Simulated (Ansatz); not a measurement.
Species: H2Cl2Si2, SMILES `[SiH2]=[Si](Cl)Cl` (charge 0, multiplicity 1).

Q: Give a relaxed geometry from PBE0-D3(BJ)/def2-TZVP run with Ansatz (an electronic-structure program).

A: the end point of this relaxation (outside a Z-matrix the atoms follow the SMILES, hydrogens last).
Cartesian coordinates (Å) in one orientation:
```xyz
6

Si    -1.284     0.171    -0.456
Si     0.840     0.006     0.158
Cl     2.222    -0.992    -0.955
Cl     1.809     1.503     1.142
H     -1.945     0.571     0.825
H     -1.642    -1.260    -0.714
```
